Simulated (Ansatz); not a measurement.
Input and output for Hg₄O₅ (the lowest singlet isomer of a short search).

```yaml
crystal:
  periodic: [false, false, false]
  atoms:
    - {symbol: Hg, position_ang: [-4.190356, -1.431413, -0.017171]}
    - {symbol: Hg, position_ang: [1.035319, 1.048401, 1.511878]}
    - {symbol: Hg, position_ang: [-0.842779, 0.582822, -2.545089]}
    - {symbol: Hg, position_ang: [-1.658021, 0.101329, 0.456302]}
    - {symbol: O, position_ang: [0.433653, -1.245780, -0.001466]}
    - {symbol: O, position_ang: [-0.873111, 1.410590, 2.005595]}
    - {symbol: O, position_ang: [2.676834, 0.302939, 0.456065]}
    - {symbol: O, position_ang: [1.105708, -1.056356, -1.060269]}
    - {symbol: O, position_ang: [2.312754, 0.287468, -0.805844]}
basis:
  gaussian: {orbitals: def2-SVP, point_charges: [{charge: -1.00, position_ang: [6.583, 0.407, 0.831]}]}
hamiltonian: {xc: {name: B3LYP5}}
accuracy: high
scf: {omitted_lower_state_checks: [starts]}
```

```sh
$ ansatz run in.yaml --threads 4 --pin off --events-out ev --progress --plain --max-ram 4787MiB
```

Shortened log:

```
Functional definition: B3LYP5
4531 factors; integrals over basis functions are off by at most 3.3e-8 eV
mean field evaluation 1: about -26901.4723 eV, gradient 8.5e1 eV
mean field evaluation 2: about -26609.0856 eV, gradient 2.6e2 eV
mean field evaluation 4: about -26911.2033 eV, gradient 5.4e1 eV
mean field evaluation 8: about -26917.3545 eV, gradient 1.3e1 eV
mean field evaluation 16: about -26918.1895 eV, gradient 1.4e-1 eV
mean field evaluation 32: about -26918.1896 eV, gradient 6.2e-6 eV
mean field -26918.18955043 eV, -989.2252201742 hartree, gradient 5.4e-8 eV, S^2 0.000000; 0 other end points of the search recorded, 0 dependent functions left out
reference -26918.18959541 eV, -989.2252218270 hartree; 60, 60 occupied and 138, 138 virtual orbitals, 4531 factors
Total energy: -26918.18959541 eV, -989.2252218270 hartree
Checks for a lower state left out: starts
```

It took 24 s on 4 threads of Arm Neoverse V1 on a shared host, peak host memory 1.7 GiB.

In the def2 sets Hg takes a core potential; there is no spin–orbit coupling. The restricted singlet is unstable towards broken spin symmetry at other levels; at RKS B3LYP5/def2-SVP this wasn't settled.
